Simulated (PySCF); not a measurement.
ZrH2, SMILES [ZrH2] (connectivity only; charge and spin as stated), neutral, multiplicity 3.

Coordinates come from a PBE-D3(BJ)/def2-TZVPD optimisation. The multiplicity is an assumed one; other spin states were not compared. The def2 effective core potentials stand for the cores of Zr; spin–orbit coupling is left out.

These are PBE-D3(BJ)/def2-TZVPD run with PySCF values and carry that method's errors.

Frequencies are harmonic and unscaled.

Task: Estimate the vibrational spectrum. (An estimate is asked for; the answer gives what the named calculation found.)

Result: 
| mode | ν (cm⁻¹) | IR (km/mol) | moving atoms (share of kinetic energy) |
|---|---|---|---|
| 1 | 591 | 52.0 | H 99 % |
| 2 | 1593 | 467.4 | H 98 % |
| 3 | 1617 | 143.8 | H 99 % |
